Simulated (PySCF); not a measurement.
Excitations are Tamm–Dancoff values on a coarser integration grid. The basis has no diffuse functions, so Rydberg states are missing or too high.

Cartesian coordinates (Å):
SMILES: F[SiH]([SiH3])[SiH3]
```xyz
11

F     -0.5676    -2.0075     0.9928
Si    -0.1320    -0.9315    -0.1278
Si    -1.8185     0.6794    -0.3679
Si     1.9191     0.0353     0.4684
H      0.0285    -1.6697    -1.4127
H     -3.1095     0.0560    -0.7630
H     -2.0067     1.4337     0.8995
H     -1.3902     1.6278    -1.4325
H      2.9841    -0.9941     0.6006
H      2.2978     0.9920    -0.6075
H      1.7949     0.7786     1.7500
```
Charge 0, spin multiplicity 1.

### Question
Give the HOMO–LUMO gap, S1–T1 gap (TDA), HOMO, T1 excitation (TDA) and total energy at the level PySCF with PBE0-D4/def2-TZVP.

### Answer

```
Property                   Result
-------------------  ------------
HOMO–LUMO gap             6.94 eV
S1–T1 gap (TDA)           0.84 eV
HOMO                     -7.92 eV
T1 excitation (TDA)       4.84 eV
total energy         -26454.54 eV
```
